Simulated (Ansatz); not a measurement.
Geometry optimisation, Ansatz, RKS r2SCAN/STO-3G.

Input file:

```yaml
crystal:
  periodic: [false, false, false]
  atoms:
    - { symbol: B, position_ang: [0.9628, -2.0374, 0.4807] }
    - { symbol: C, position_ang: [0.6955, -0.447, 0.5485] }
    - { symbol: C, position_ang: [1.4161, 0.312, 1.3359] }
    - { symbol: "N", position_ang: [-0.2413, 0.1697, -0.2521] }
    - { symbol: C, position_ang: [-1.3874, 0.0574, -1.2397] }
    - { symbol: Si, position_ang: [-1.2779, 1.7027, -0.8387] }
    - { symbol: H, position_ang: [1.7752, -2.5181, 1.1232] }
    - { symbol: H, position_ang: [0.2773, -2.6281, -0.2544] }
    - { symbol: H, position_ang: [2.2313, -0.1055, 2.0092] }
    - { symbol: H, position_ang: [1.2938, 1.382, 1.4211] }
    - { symbol: H, position_ang: [-2.2795, -0.4689, -0.7873] }
    - { symbol: H, position_ang: [-0.9889, -0.2124, -2.2072] }
    - { symbol: H, position_ang: [-0.405, 2.5576, -1.6275] }
    - { symbol: H, position_ang: [-2.0849, 2.2067, 0.3171] }
basis:
  gaussian: { orbitals: STO-3G }
hamiltonian:
  xc: r2scan
relax:
  f_tol: 0.02
  max_steps: 40
scf:
  lower_state_search: "off"
```

Command:

```bash
$ ansatz run input.yaml --threads 1 --pin off --max-ram 2048MiB --backend cpu --events-out ev --progress --plain --runs-dir out
```

Question: Where does it end, and by what steps?

Answer: The forces met the threshold. Limits of this set-up: minimal basis. After 15 steps the energy has fallen by 2.236 eV; N4 moved furthest, 0.69 Å.

```csv
step,energy less start (eV),largest force component (eV/Å),accepted
0,0.0000,6.367,yes
1,-1.8363,2.638,yes
2,-2.0146,0.715,yes
3,-2.0231,0.747,yes
4,-2.0634,0.460,yes
5,-2.1026,0.454,yes
6,-2.1450,0.408,yes
7,-2.1556,0.349,yes
8,-2.2092,0.304,yes
9,-2.2230,0.256,yes
10,-2.2298,0.198,yes
11,-2.2333,0.176,yes
12,-2.2332,0.142,no
13,-2.2356,0.039,yes
14,-2.2356,0.026,yes
15,-2.2357,0.012,yes
```

```xyz
14
Properties=species:S:1:pos:R:3
B 0.732 -1.879 0.425
C 0.715 -0.342 0.388
C 1.372 0.364 1.364
N 0.170 0.344 -0.778
C -1.232 -0.092 -1.241
Si -1.059 1.644 -0.672
H 1.230 -2.421 1.339
H 0.256 -2.514 -0.438
H 1.899 -0.157 2.168
H 1.422 1.461 1.368
H -1.752 -0.830 -0.614
H -1.274 -0.350 -2.309
H -0.895 2.743 -1.595
H -1.596 1.999 0.623
```

Whether the end is a true minimum wasn't checked by a vibrational analysis.

Time of the run: 38 s on 1 thread of Intel(R) Xeon(R) 6975P-C (Granite Rapids), on a shared host, peak memory 0.16 GiB.
